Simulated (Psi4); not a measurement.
C2H8FNSi, singlet, geometry from GFN2-xTB; B3LYP/6-311+G(2d,p) (Psi4).

Psi4 was given this input:
```
memory 2 GB

molecule mol {
0 1
C    -1.281034    0.921151   -1.050593
Si   -0.009093   -0.017832    0.005659
C     1.772313    0.306066   -0.542786
N    -0.234858   -1.713313    0.196860
F    -0.208807    0.531139    1.519628
H    -1.260983    0.600654   -2.088040
H    -2.289280    0.761172   -0.677840
H    -1.097642    1.991465   -1.036715
H     2.475153   -0.180428    0.125835
H     1.958444   -0.065703   -1.545124
H     1.995867    1.368375   -0.540944
H    -0.080378   -2.335826   -0.576933
H    -0.998287   -2.040423    0.766145
}

set {
  basis 6-311+g(2d,p)
  reference rks
}

energy('b3lyp')
print_variables()
```

**Question.** Predict the main parts of the log of this Psi4 run.

**Answer.** 
```
   => Loading Basis Set <=

    Name: 6-311+G(2D,P)
    Role: ORBITAL
    Keyword: BASIS

         ---------------------------------------------------------
                                   SCF
               by Justin Turney, Rob Parrish, Andy Simmonett
                          and Daniel G. A. Smith
                              RKS Reference
         ---------------------------------------------------------

  ==> Geometry <==

    Molecular point group: c1
    Full point group: C1

    Geometry (in Angstrom), charge = 0, multiplicity = 1:

       Center              X                  Y                   Z               Mass
    ------------   -----------------  -----------------  -----------------  -----------------
         C           -1.271292214014     0.916562415723    -1.126341261007    12.000000000000
         SI           0.000648785986    -0.022420584277    -0.070089261007    27.976926534650
         C            1.782054785986     0.301477415723    -0.618534261007    12.000000000000
         N           -0.225116214014    -1.717901584277     0.121111738993    14.003074004430
         F           -0.199065214014     0.526550415723     1.443879738993    18.998403162730
         H           -1.251241214014     0.596065415723    -2.163788261007     1.007825032230
         H           -2.279538214014     0.756583415723    -0.753588261007     1.007825032230
         H           -1.087900214014     1.986876415723    -1.112463261007     1.007825032230
         H            2.484894785986    -0.185016584277     0.050086738993     1.007825032230
         H            1.968185785986    -0.070291584277    -1.620872261007     1.007825032230
         H            2.005608785986     1.363786415723    -0.616692261007     1.007825032230
         H           -0.070636214014    -2.340414584277    -0.652681261007     1.007825032230
         H           -0.988545214014    -2.045011584277     0.690396738993     1.007825032230

  Running in c1 symmetry.

  Rotational constants: A =      0.11861  B =      0.11381  C =      0.10329 [cm^-1]
  Rotational constants: A =   3555.80363  B =   3411.83746  C =   3096.47240 [MHz]
  Nuclear repulsion =  252.692938474085537

  Charge       = 0
  Multiplicity = 1
  Electrons    = 50
  Nalpha       = 25
  Nbeta        = 25

  ==> Algorithm <==

  SCF Algorithm Type is DF.
  DIIS enabled.
  MOM disabled.
  Fractional occupation disabled.
  Guess Type is SAD.
  Energy threshold   = 1.00e-06
  Density threshold  = 1.00e-06
  Integral threshold = 1.00e-12

  ==> Primary Basis <==

  Basis Set: 6-311+G(2D,P)
    Blend: 6-311+G(2D,P)
    Number of shells: 91
    Number of basis functions: 191
    Number of Cartesian functions: 201
    Spherical Harmonics?: true
    Max angular momentum: 2

  ==> DFT Potential <==

   => LibXC <=

    Version 7.1.2
    S. Lehtola, C. Steigemann, M. J. T. Oliveira, and M. A. L. Marques,  SoftwareX 7, 1–5 (2018) (10.1016/j.softx.2017.11.002)

   => Composite Functional: B3LYP <=

    B3LYP Hyb-GGA Exchange-Correlation Functional

    P. J. Stephens, F. J. Devlin, C. F. Chabalowski, and M. J. Frisch,  J. Phys. Chem. 98, 11623 (1994) (10.1021/j100096a001)

    Deriv               =              1
    GGA                 =           TRUE
    Meta                =          FALSE

    Exchange Hybrid     =           TRUE
    MP2 Hybrid          =          FALSE

   => Exchange Functionals <=

    0.0800   Slater exchange
    0.7200         Becke 88

   => Exact (HF) Exchange <=

    0.2000               HF

   => Correlation Functionals <=

    0.1900   Vosko, Wilk & Nusair (VWN5_RPA)
    0.8100   Lee, Yang & Parr

   => LibXC Density Thresholds  <==

    XC_HYB_GGA_XC_B3LYP:  1.00E-15

   => Molecular Quadrature <=

    Radial Scheme          =       TREUTLER
    Pruning Scheme         =           NONE
    Nuclear Scheme         =       TREUTLER

    Blocking Scheme        =         OCTREE
    BS radius alpha        =              1
    Pruning alpha          =              1
    Radial Points          =             75
    Spherical Points       =            302
    Total Points           =         280075
    Total Blocks           =           2108
    Max Points             =            256
    Max Functions          =            191
    Weights Tolerance      =       1.00E-15

   => Loading Basis Set <=

    Name: (6-311+G(2D,P) AUX)
    Role: JKFIT
    Keyword: DF_BASIS_SCF

  ==> Integral Setup <==

  SCF_SUBTYPE=INCORE selected. In-core MEM_DF algorithm will be used.
  Using in-core AOs.

  ==> MemDFJK: Density-Fitted J/K Matrices <==

    J tasked:                   Yes
    K tasked:                   Yes
    wK tasked:                   No
    Algorithm:                 Core
    Schwarz Cutoff:           1E-12
    Mask sparsity (%):       2.6918
    Fitting Condition:        1E-10

   => Auxiliary Basis Set <=

  Basis Set: (6-311+G(2D,P) AUX)
    Blend: HEAVY-AUG-CC-PVTZ-JKFIT
    Number of shells: 242
    Number of basis functions: 802
    Number of Cartesian functions: 984
    Spherical Harmonics?: true
    Max angular momentum: 4

  Minimum eigenvalue in the overlap matrix is 4.2782005000E-04.
  Reciprocal condition number of the overlap matrix is 4.4708016604E-05.
    Using symmetric orthogonalization.

  ==> Pre-Iterations <==

  SCF Guess: Superposition of Atomic Densities via on-the-fly atomic UHF (no occupation information).

   -------------------------
    Irrep   Nso     Nmo
   -------------------------
     A        191     191
   -------------------------
    Total     191     191
   -------------------------

  ==> Iterations <==

                           Total Energy        Delta E     RMS |[F,P]|

   @DF-RKS iter SAD:  -524.42643419964315   -5.24426e+02   0.00000e+00
   @DF-RKS iter   1:  -524.55832463455454   -1.31890e-01   7.15826e-03 ADIIS/DIIS
   @DF-RKS iter   2:  -523.87144776363448    6.86877e-01   8.75616e-03 ADIIS/DIIS
   @DF-RKS iter   3:  -525.33230694334861   -1.46086e+00   1.27205e-03 ADIIS/DIIS
   @DF-RKS iter   4:  -525.35110306477679   -1.87961e-02   6.93057e-04 ADIIS/DIIS
   @DF-RKS iter   5:  -525.35890796040042   -7.80490e-03   8.63649e-05 DIIS
   @DF-RKS iter   6:  -525.35900034980511   -9.23894e-05   3.42820e-05 DIIS
   @DF-RKS iter   7:  -525.35901567400583   -1.53242e-05   9.88010e-06 DIIS
   @DF-RKS iter   8:  -525.35901648759420   -8.13588e-07   4.18521e-06 DIIS
   @DF-RKS iter   9:  -525.35901671825081   -2.30657e-07   3.04409e-07 DIIS
  Energy and wave function converged.

  ==> Post-Iterations <==

   Electrons on quadrature grid:
      Ntotal   =   49.9999995692 ; deviation = -4.308e-07

    Orbital Energies [Eh]
    ---------------------

    Doubly Occupied:

[...]
      25A     -0.265201

    Virtual:

[...]
     191A    141.355022

    Final Occupation by Irrep:
              A
    DOCC [    25 ]
    NA   [    25 ]
    NB   [    25 ]

  @DF-RKS Final Energy:  -525.35901671825081

   => Energetics <=

    Nuclear Repulsion Energy =            252.6929384740855369
    One-Electron Energy =               -1225.9709067694841451
    Two-Electron Energy =                 490.1882446743315995
    DFT Exchange-Correlation Energy =     -42.2692930971838337
    Empirical Dispersion Energy =           0.0000000000000000
    VV10 Nonlocal Energy =                  0.0000000000000000
    Total Energy =                       -525.3590167182508139

Computation Completed

Properties will be evaluated at   0.000000,   0.000000,   0.000000 [a0]

Properties computed using the SCF density matrix

 Multipole Moments:

 ------------------------------------------------------------------------------------
     Multipole            Electronic (a.u.)      Nuclear  (a.u.)        Total (a.u.)
 ------------------------------------------------------------------------------------

 L = 1.  Multiply by 2.5417464519 to convert [e a0] to [Debye]
 Dipole X            :         -1.0760507            0.9204597           -0.1555910
 Dipole Y            :          0.0715538           -0.4335584           -0.3620046
 Dipole Z            :          6.2814562           -7.1571583           -0.8757020
 Magnitude           :                                                    0.9602656

 ------------------------------------------------------------------------------------

  Variable Map:
  ----------------------------------------------------------------------------
[...]
  Array Variable Map:
  ----------------------------------------------------------------------------
[...]
[...]
```
